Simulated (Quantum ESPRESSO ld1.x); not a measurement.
All-electron atom: Mn in [Ar] 3d5 4s2. Calculated with ld1.x of Quantum ESPRESSO 7.5: non-relativistic Kohn-Sham, LDA (Slater exchange, Perdew-Wang correlation), spin-polarised, spherical densities, point nucleus; open shells are filled with parallel spins first.

Unscreened Slater integrals over Kohn-Sham orbitals (hartree). They are taken over the spin-up orbitals.

| integral | value |
|---|---|
| F0(4s,4s) | 0.29957 |
| F0(4s,3d) | 0.38043 |
| G2(4s,3d) | 0.048741 |
| F0(4s,3p) | 0.39059 |
| G1(4s,3p) | 0.021738 |
| F0(4s,3s) | 0.39206 |
| G0(4s,3s) | 0.015536 |
| F0(3d,3d) | 0.79408 |
| F2(3d,3d) | 0.35871 |
| F4(3d,3d) | 0.22157 |
| F0(3d,3p) | 0.88182 |
| F2(3d,3p) | 0.40939 |
| G1(3d,3p) | 0.50783 |
| G3(3d,3p) | 0.30557 |
| F0(3d,3s) | 0.90076 |
| G2(3d,3s) | 0.38272 |
| F0(3p,3p) | 0.99688 |
| F2(3p,3p) | 0.49744 |
| F0(3p,3s) | 1.0205 |
| G1(3p,3s) | 0.67541 |
| F0(3s,3s) | 1.0464 |

Derived for the open shells (J is the average intra-shell exchange parameter used in DFT+U). 3d: Racah B = F2/49 - 5 F4/441 = 0.004808 hartree, C = 35 F4/441 = 0.01758 hartree, C/B = 3.66, F4/F2 = 0.618, J = (F2 + F4)/14 = 0.04145 hartree.
